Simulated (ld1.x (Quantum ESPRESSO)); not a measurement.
# Logarithmic derivatives: vanadium, TM

```json
{
 "Element": "vanadium",
 "Generator": "ld1.x (Quantum ESPRESSO) 7.5",
 "Type": "norm-conserving Troullier–Martins (Kleinman–Bylander form)",
 "Functional": "PBEsol",
 "Relativity": "non-relativistic",
 "Frozen core": "[Ne] 3s2",
 "Valence charge": "11",
 "Reference configuration": "3p6 3d3 4s2 4p0",
 "Partial waves": "3p (bound): rc 1.40 bohr; 3d (bound): rc 1.60 bohr; 4s (bound): rc 3.00 bohr",
 "Local potential": "the s channel",
 "Core correction": "none"
}
```

The phase is arctan(r·u′/u) with u = r·R(r), unwrapped; energies in Ry, scanned from -5 to 5 Ry. A pole is an energy at which the radial function vanishes at the test radius. The pseudo phase is shifted by a multiple of π to meet the all-electron one at the reference energy, and phase errors are pseudo minus all-electron; the curves can meet again beyond the range given. Levels narrower than the energy grid can be missing from the lists of poles.

Q: For each channel, where are the poles, and over which energies does the pseudopotential scatter like the atom?

A:

```
channel  radius (bohr)  reference energy (Ry)  poles, all-electron  poles, pseudo  unbroken range about the reference energy with phases within 0.05 rad  phase error 1 Ry above the reference energy (rad)
      s           3.27                  -0.34                 0.69     0.64, 3.98                                                              below 1.4                                             -0.012
      p           3.27                  -3.22          -3.21, 1.37    -3.21, 2.20                                                             below -0.7                                             +0.002
      d           3.27                  -0.39          -0.31, 2.60    -0.31, 3.45                                                              below 0.3                                             +0.128
```

Phases in the d channel:

| E (Ry) | all-electron | pseudo |
| --- | --- | --- |
| -5.00 | 1.434 | 1.434 |
| -4.74 | 1.431 | 1.431 |
| -4.48 | 1.427 | 1.427 |
| -4.22 | 1.422 | 1.422 |
| -3.96 | 1.417 | 1.418 |
| -3.70 | 1.412 | 1.412 |
| -3.44 | 1.406 | 1.407 |
| -3.18 | 1.400 | 1.400 |
| -2.92 | 1.393 | 1.393 |
| -2.66 | 1.384 | 1.384 |
| -2.40 | 1.374 | 1.375 |
| -2.14 | 1.362 | 1.363 |
| -1.88 | 1.348 | 1.349 |
| -1.62 | 1.330 | 1.331 |
| -1.36 | 1.307 | 1.308 |
| -1.10 | 1.272 | 1.275 |
| -0.84 | 1.211 | 1.215 |
| -0.58 | 1.000 | 1.009 |
| -0.32 | -1.548 | -1.544 |
| -0.06 | -1.833 | -1.819 |
| 0.20 | -1.962 | -1.931 |
| 0.46 | -2.134 | -2.061 |
| 0.72 | -2.482 | -2.276 |
| 0.98 | -3.266 | -2.722 |
| 1.24 | -4.027 | -3.488 |
| 1.50 | -4.355 | -4.057 |
| 1.76 | -4.508 | -4.324 |
| 2.02 | -4.596 | -4.462 |
| 2.28 | -4.656 | -4.545 |
| 2.54 | -4.702 | -4.600 |
| 2.80 | -4.741 | -4.641 |
| 3.06 | -4.778 | -4.674 |
| 3.32 | -4.816 | -4.700 |
| 3.58 | -4.861 | -4.724 |
| 3.84 | -4.919 | -4.746 |
| 4.10 | -5.008 | -4.766 |
| 4.36 | -5.177 | -4.788 |
| 4.62 | -5.610 | -4.810 |
| 4.88 | -6.658 | -4.835 |
